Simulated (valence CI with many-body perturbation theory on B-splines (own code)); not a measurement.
Ir64+: electric-dipole lines

Method: valence CI with perturbative core correlation (CI+MBPT): three valence electrons over a frozen Dirac-Fock core [Ne], a basis of 11 s, 11 p, 10 d, 8 f, 5 g, 2 h functions for each j, with the one-electron correlation potential Σ1, the two-electron term Σ2, the three-electron term Σ3, Breit, model QED; selected CI, second order for the rest, scaled by the run's own slope (own B-spline code, finite nucleus).

No measured spectrum was set against this ion. As an estimate, large intervals hold to a few tenths of a per cent, small ones and those within an open d or f shell to about a per cent.

Lines 151 to 200 of 591 in falling wavelength, among levels below 266.06 Ry, chosen from the strongest by gf and those to the six lowest levels. Wavelengths and rates use the calculated energies. Electric multipoles are in the length gauge with retardation, E1 and E2 with the static RPA response of the core. Weak lines are less certain than strong ones. Lines between different terms over intervals too small for the method are left out, as are lines whose strength nearly cancels. The highest levels of a list are the least certain.

Levels are named by their leading jj configuration (3d3/2^4 stands for four electrons in 3d with j = 3/2), which in mixed levels can hold well under half, so a name can repeat and another be missing. Letters in brackets count levels of one name in rising energy.

```tsv
λ vac (nm)	Upper	Lower	A (s⁻¹)	S (a.u.)
3.731	(3p3/2 3d5/2^2) J=1/2	(3p3/2^2 3d5/2) J=1/2	6.55e+11	3.36e-02
3.725	(3p1/2 3d3/2 3d5/2) J=3/2 [a]	(3p1/2 3p3/2 3d3/2) J=3/2 [a]	1.93e+11	1.97e-02
3.724	(3p3/2 3d5/2^2) J=3/2 [a]	(3p3/2^2 3d5/2) J=5/2 [a]	3.74e+11	3.81e-02
3.724	(3p1/2 3d3/2 3d5/2) J=1/2	(3p1/2 3p3/2 3d3/2) J=1/2 [a]	2.91e+11	1.48e-02
3.720	(3p3/2 3d5/2^2) J=5/2 [b]	(3p3/2^2 3d5/2) J=5/2 [a]	3.36e+11	5.12e-02
3.720	(3p3/2^2 3d5/2) J=3/2	(3p3/2^3) J=3/2	3.23e+11	3.28e-02
3.720	(3s 3d5/2^2) J=1/2	(3s 3p3/2 3d5/2) J=3/2 [b]	4.65e+11	2.36e-02
3.718	(3p1/2 3p3/2 3d5/2) J=3/2 [b]	(3p1/2 3p3/2^2) J=1/2	2.23e+11	2.26e-02
3.716	(3d3/2^2 3d5/2) J=3/2	(3p3/2 3d3/2^2) J=3/2 [a]	1.93e+11	1.95e-02
3.716	(3p3/2 3d3/2 3d5/2) J=1/2 [b]	(3p3/2^2 3d3/2) J=3/2 [b]	4.38e+11	2.22e-02
3.715	(3p3/2 3d3/2 3d5/2) J=5/2 [c]	(3p3/2^2 3d3/2) J=5/2	2.67e+11	4.05e-02
3.712	(3p1/2 3d3/2 3d5/2) J=5/2 [a]	(3p1/2 3p3/2 3d3/2) J=5/2 [a]	1.27e+11	1.93e-02
3.711	(3p3/2 3d3/2 3d5/2) J=9/2 [b]	(3p3/2^2 3d3/2) J=7/2	6.34e+11	1.60e-01
3.710	(3p3/2^2 3d5/2) J=5/2 [b]	(3p1/2 3d3/2^2) J=3/2	2.70e+11	4.08e-02
3.706	(3p1/2 3d3/2 3d5/2) J=7/2 [b]	(3p1/2 3p3/2 3d3/2) J=5/2 [b]	3.02e+11	6.06e-02
3.706	(3p3/2 3d5/2^2) J=3/2 [b]	(3p3/2^2 3d5/2) J=5/2 [b]	3.14e+11	3.15e-02
3.705	(3d3/2 3d5/2^2) J=3/2 [a]	(3p3/2 3d3/2 3d5/2) J=5/2 [b]	2.01e+11	2.02e-02
3.701	(3p3/2 3d3/2 3d5/2) J=3/2 [b]	(3p3/2^2 3d3/2) J=1/2	2.71e+11	2.72e-02
3.700	(3d3/2 3d5/2^2) J=3/2 [a]	(3p3/2 3d3/2 3d5/2) J=3/2 [a]	2.80e+11	2.80e-02
3.695	(3s^2 3d5/2) J=5/2	(3s^2 3p3/2) J=3/2	3.45e+11	5.16e-02
3.695	(3s 3p3/2 3d5/2) J=5/2 [b]	(3s 3p3/2^2) J=3/2	6.04e+11	9.02e-02
3.695	(3s 3p1/2 3d5/2) J=7/2	(3s 3p1/2 3p3/2) J=5/2	2.33e+11	4.63e-02
3.694	(3d3/2 3d5/2^2) J=3/2 [b]	(3p3/2 3d3/2 3d5/2) J=5/2 [d]	4.10e+11	4.08e-02
3.687	(3s 3d5/2^2) J=5/2	(3s 3p3/2 3d5/2) J=3/2 [a]	8.31e+10	1.23e-02
3.686	(3p1/2 3d3/2 3d5/2) J=3/2 [b]	(3p1/2 3p3/2 3d3/2) J=1/2 [b]	1.80e+11	1.78e-02
3.686	(3p1/2 3p3/2 3d5/2) J=5/2 [b]	(3p1/2 3p3/2^2) J=3/2	5.39e+11	8.00e-02
3.683	(3p3/2^2 3d5/2) J=5/2 [b]	(3p3/2^3) J=3/2	4.40e+11	6.50e-02
3.681	(3d3/2 3d5/2^2) J=7/2 [a]	(3p3/2 3d3/2 3d5/2) J=7/2 [a]	1.88e+11	3.70e-02
3.669	(3p3/2 3d5/2^2) J=3/2 [b]	(3p3/2^2 3d5/2) J=3/2	7.16e+11	6.98e-02
3.665	(3s 3d3/2 3d5/2) J=5/2 [a]	(3s 3p3/2 3d3/2) J=3/2 [a]	2.88e+11	4.19e-02
3.663	(3s 3p3/2 3d5/2) J=7/2 [a]	(3s 3p3/2^2) J=5/2	3.64e+11	7.07e-02
3.652	(3s 3p1/2 3d5/2) J=5/2 [a]	(3s 3p1/2 3p3/2) J=3/2 [a]	3.18e+11	4.59e-02
3.651	(3d3/2 3d5/2^2) J=1/2	(3p3/2 3d3/2 3d5/2) J=1/2 [a]	2.60e+11	1.25e-02
3.650	(3p1/2 3p3/2 3d5/2) J=7/2 [b]	(3p1/2 3p3/2^2) J=5/2	4.14e+11	7.95e-02
3.648	(3p1/2^2 3d5/2) J=5/2	(3s 3p1/2 3d3/2) J=3/2 [a]	1.35e+11	1.95e-02
3.646	(3d3/2 3d5/2^2) J=11/2	(3p3/2 3d3/2 3d5/2) J=11/2	1.32e+11	3.78e-02
3.645	(3s 3d5/2^2) J=5/2	(3s 3p3/2 3d5/2) J=7/2 [a]	8.83e+10	1.27e-02
3.645	(3p1/2 3d5/2^2) J=1/2	(3p1/2 3p3/2 3d5/2) J=3/2 [b]	5.10e+11	2.44e-02
3.640	(3s 3p3/2 3d5/2) J=3/2 [b]	(3s 3p3/2^2) J=1/2	2.92e+11	2.79e-02
3.637	(3p1/2 3d5/2^2) J=9/2	(3p1/2 3p3/2 3d5/2) J=9/2	1.21e+11	2.88e-02
3.637	(3d3/2 3d5/2^2) J=3/2 [b]	(3p3/2 3d3/2 3d5/2) J=3/2 [c]	1.10e+11	1.05e-02
3.634	(3d3/2 3d5/2^2) J=5/2 [a]	(3p3/2 3d3/2 3d5/2) J=5/2 [a]	1.12e+11	1.59e-02
3.628	(3p3/2 3d3/2 3d5/2) J=5/2 [c]	(3p3/2^2 3d3/2) J=3/2 [a]	2.22e+11	3.13e-02
3.626	(3p1/2 3d5/2^2) J=5/2	(3p1/2 3p3/2 3d5/2) J=5/2 [a]	3.29e+11	4.64e-02
3.617	(3s 3d3/2 3d5/2) J=3/2 [a]	(3s 3p3/2 3d3/2) J=1/2 [a]	2.69e+11	2.51e-02
3.610	(3p1/2 3d5/2^2) J=3/2	(3p1/2 3p3/2 3d5/2) J=3/2 [a]	3.32e+11	3.09e-02
3.608	(3d3/2 3d5/2^2) J=7/2 [b]	(3p3/2 3d3/2 3d5/2) J=7/2 [b]	2.61e+11	4.85e-02
3.606	(3p1/2 3d5/2^2) J=7/2	(3p1/2 3p3/2 3d5/2) J=7/2 [a]	1.31e+11	2.42e-02
3.595	(3s 3d5/2^2) J=1/2	(3s 3p3/2 3d5/2) J=1/2	2.27e+11	1.04e-02
3.593	(3p3/2 3d3/2 3d5/2) J=3/2 [b]	(3p3/2^2 3d3/2) J=3/2 [a]	2.32e+11	2.13e-02
```
